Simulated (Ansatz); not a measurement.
Calculation: frozen-core CCSD(T)/def2-TZVPP // PBE-D3(BJ)/def2-SVP (Ansatz, a first-principles code).

Ansatz 0.2 input:
```yaml
crystal:
  periodic: [false, false, false]
  atoms:
    - { symbol: Zr, position_ang: [0.0, 0.000001, 0.0] }
    - { symbol: F, position_ang: [1.518876, 0.597198, -0.989327] }
    - { symbol: F, position_ang: [-0.641343, -1.635908, -0.744899] }
    - { symbol: F, position_ang: [-1.375031, 1.320677, -0.086591] }
    - { symbol: F, position_ang: [0.497504, -0.281961, 1.82082] }
basis:
  gaussian: { orbitals: def2-TZVPP }
correlation:
  method: ccsd_t
```

Output:

```
Functional definition: HF
1208 factors; integrals over basis functions are off by at most 7.2e-4 eV
mean field evaluation 1: about -12097.5239 eV, gradient 6.4e1 eV
mean field evaluation 2: about -12097.6133 eV, gradient 6.5e1 eV
mean field evaluation 4: about -12104.1186 eV, gradient 1.6e0 eV
mean field evaluation 8: about -12104.1668 eV, gradient 7.7e-2 eV
mean field evaluation 16: about -12103.9530 eV, gradient 1.6e0 eV
mean field -12104.16685945 eV, -444.8199275857 hartree, gradient 9.4e-6 eV, S^2 0.000000; 0 other end points of the search recorded, 0 dependent functions left out
4 core orbitals not correlated
reference -12104.16685945 eV, -444.8199275857 hartree; 20, 20 occupied and 156, 156 virtual orbitals, 1208 factors
second order -36.70581972 eV of doubles, -0.00000000 eV of singles
cycle   1  -35.29781562 eV  change     1.4e0 eV  update   1.8e-1
cycle   2  -36.18837492 eV  change   -8.9e-1 eV  update   8.0e-2
cycle   3  -36.40504501 eV  change   -2.2e-1 eV  update   2.9e-2
cycle   4  -36.38764537 eV  change    1.7e-2 eV  update   9.0e-3
cycle   5  -36.37201303 eV  change    1.6e-2 eV  update   2.4e-3
cycle   6  -36.37282078 eV  change   -8.1e-4 eV  update   8.7e-4
cycle   7  -36.37307135 eV  change   -2.5e-4 eV  update   2.7e-4
cycle   8  -36.37281005 eV  change    2.6e-4 eV  update   1.1e-4
cycle   9  -36.37282263 eV  change   -1.3e-5 eV  update   3.5e-5
perturbative correction -1.26318274 eV, -0.0464211096 hartree
Total energy: -12141.80286482 eV, -446.2030252724 hartree
```

Cost: around 90 core-seconds (rough).
